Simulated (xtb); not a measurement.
C2H6Cl2Si (SMILES C[Si](C)(Cl)Cl), singlet, at a GFN2-xTB geometry; xtb with GFN2-xTB with ALPB(dmf).

xtb was given this input:
```
$ xtb mol.xyz --gfn 2 --alpb dmf --json

# file mol.xyz
11

C      1.39412504    -1.53470091    -0.23312337
Si    -0.02280346    -0.29923318     0.05226009
C     -1.59822436    -1.14354604     0.70087042
Cl     0.58008648     1.10144890     1.39720879
Cl    -0.44748036     0.63864468    -1.70111043
H      1.11693539    -2.29088516    -0.96147875
H      2.28529446    -1.03451143    -0.60339701
H      1.66362802    -2.04466112     0.68690871
H     -2.39633076    -0.42253728     0.85786579
H     -1.96333966    -1.88823681    -0.00004098
H     -1.41664703    -1.64201277     1.64834648
```

**Question.** What does xtb print? Leave out banner, timings and long lists.

**Answer.** 
```
   ID    Z sym.   atoms
    1    6 C      1, 3
    2   14 Si     2
    3   17 Cl     4, 5
    4    1 H      6-11

           -------------------------------------------------
          |                Calculation Setup                |
           -------------------------------------------------

           -------------------------------------------------
          |                 G F N 2 - x T B                 |
           -------------------------------------------------

      * Solvation model:               ALPB
        Solvent                        dmf
        Parameter file                 internal GFN2-xTB/ALPB
        Dielectric constant                3.7000E+01
        Reference state                gsolv [1 M gas/solution]
        Free energy shift                  6.0086E-03 Eh       3.7705E+00 kcal/mol
        Temperature                        2.9815E+02 K
        Density                            9.5000E-01 kg/L
        Solvent mass                       7.3100E+01 g/mol
        Interaction kernel             P16
        Born radius scaling (c1)           1.8540E+00
        Born radii integrator          GBOBC
        Born offset                        0.0000E+00 a0       0.0000E+00 AA
        H-bond correction              true
        Ion screening                  false
        Surface tension                    1.0000E-05 Eh       1.5569E+01 dyn/cm
        Grid points                               230 per atom

          ...................................................
          :                      SETUP                      :
          :.................................................:
          :  # basis functions                  44          :
          :  # atomic orbitals                  41          :
          :  # shells                           19          :
          :  # electrons                        32          :
          :  max. iterations                   250          :
          :  Hamiltonian                  GFN2-xTB          :
          :  restarted?                      false          :
          :  GBSA solvation                   true          :
          :  PC potential                    false          :
          :  electronic temp.          300.0000000     K    :
          :  accuracy                    1.0000000          :
          :  -> integral cutoff          0.2500000E+02      :
          :  -> integral neglect         0.1000000E-07      :
          :  -> SCF convergence          0.1000000E-05 Eh   :
          :  -> wf. convergence          0.1000000E-03 e    :
          :  Broyden damping             0.4000000          :
          :  net charge                          0          :
          :  unpaired electrons                  0          :
          ...................................................

 iter      E             dE          RMSdq      gap      omega  full diag
   1    -18.2767512 -0.182768E+02  0.457E+00    7.38       0.0  T
   2    -18.3661387 -0.893875E-01  0.227E+00    6.14       1.0  T
   3    -18.3841215 -0.179828E-01  0.142E+00    6.99       1.0  T
   4    -18.3981813 -0.140598E-01  0.440E-01    6.49       1.0  T
   5    -18.3993022 -0.112083E-02  0.231E-01    6.56       1.0  T
   6    -18.3994558 -0.153653E-03  0.891E-02    6.59       1.0  T
   7    -18.3994757 -0.198313E-04  0.243E-02    6.62       1.2  T
   8    -18.3994763 -0.670803E-06  0.157E-02    6.61       1.9  T
   9    -18.3994775 -0.119940E-05  0.474E-03    6.61       6.4  T
  10    -18.3994777 -0.200234E-06  0.172E-03    6.61      17.5  T
  11    -18.3994777 -0.100548E-08  0.765E-04    6.61      39.4  T
  12    -18.3994777  0.140048E-08  0.833E-04    6.61      36.2  T

   *** convergence criteria satisfied after 12 iterations ***

         :::::::::::::::::::::::::::::::::::::::::::::::::::::
         ::                     SUMMARY                     ::
         :::::::::::::::::::::::::::::::::::::::::::::::::::::
[...]
         :: total energy             -18.259223912533 Eh    ::
[...]
        17                         -0.1692298              -4.6050 (LUMO)
        18                         -0.1646409              -4.4801
        19                         -0.1418547              -3.8601
        20                         -0.0558380              -1.5194
        21                         -0.0185404              -0.5045
        22                         -0.0184430              -0.5019
        23                          0.0171312               0.4662
        24                          0.0200934               0.5468
        25                          0.0205579               0.5594
        26                          0.0206191               0.5611
        27                          0.0206823               0.5628
       ...                                ...                  ...
        41                          0.7559167              20.5695
      -------------------------------------------------------------
                  HL-Gap            0.2429720 Eh            6.6116 eV
             Fermi-level           -0.2907158 Eh           -7.9108 eV

     #   Z          covCN         q      C6AA      α(0)
     1   6 C        3.649    -0.214    25.133     7.202
     2  14 Si       3.356     0.560   109.936    20.889
     3   6 C        3.649    -0.214    25.133     7.202
     4  17 Cl       0.808    -0.264   107.429    15.856
     5  17 Cl       0.808    -0.264   107.429    15.856
     6   1 H        0.925     0.066     2.127     2.280
     7   1 H        0.925     0.065     2.137     2.286
     8   1 H        0.925     0.066     2.126     2.280
     9   1 H        0.925     0.065     2.137     2.286
    10   1 H        0.925     0.066     2.127     2.281
    11   1 H        0.925     0.066     2.127     2.280

 Mol. C6AA /au·bohr⁶  :       2468.186413
 Mol. C8AA /au·bohr⁸  :      92767.323064
 Mol. α(0) /au        :         80.697931

Wiberg/Mayer (AO) data.
largest (>0.10) Wiberg bond orders for each atom

 ---------------------------------------------------------------------------
     #   Z sym  total        # sym  WBO       # sym  WBO       # sym  WBO
 ---------------------------------------------------------------------------
     1   6 C    3.988 --     6 H    0.980     8 H    0.980     7 H    0.975
                             2 Si   0.914
     2  14 Si   3.962 --     5 Cl   1.028     4 Cl   1.028     1 C    0.914
                             3 C    0.914
     3   6 C    3.988 --    10 H    0.980    11 H    0.980     9 H    0.975
                             2 Si   0.914
     4  17 Cl   1.175 --     2 Si   1.028
     5  17 Cl   1.175 --     2 Si   1.028
     6   1 H    0.996 --     1 C    0.980
     7   1 H    0.996 --     1 C    0.975
     8   1 H    0.996 --     1 C    0.980
     9   1 H    0.996 --     3 C    0.975
    10   1 H    0.996 --     3 C    0.980
    11   1 H    0.996 --     3 C    0.980
 ---------------------------------------------------------------------------

Topologies differ in total number of bonds
Writing topology from bond orders to xtbtopo.mol

molecular dipole:
                 x           y           z       tot (Debye)
 q only:       -0.096      -1.265       0.221
   full:       -0.082      -1.072       0.187       2.773
molecular quadrupole (traceless):
                xx          xy          yy          xz          yz          zz
 q only:        2.896      -0.569       1.252      -2.572      -0.763      -4.148
  q+dip:        3.425      -0.672       1.479      -3.041      -0.902      -4.904
   full:        2.979      -0.581       1.577      -2.760      -0.880      -4.556

           -------------------------------------------------
          | TOTAL ENERGY              -18.259223912533 Eh   |
          | GRADIENT NORM               0.008386141156 Eh/α |
          | HOMO-LUMO GAP               6.611604626236 eV   |
           -------------------------------------------------

normal termination of xtb
```
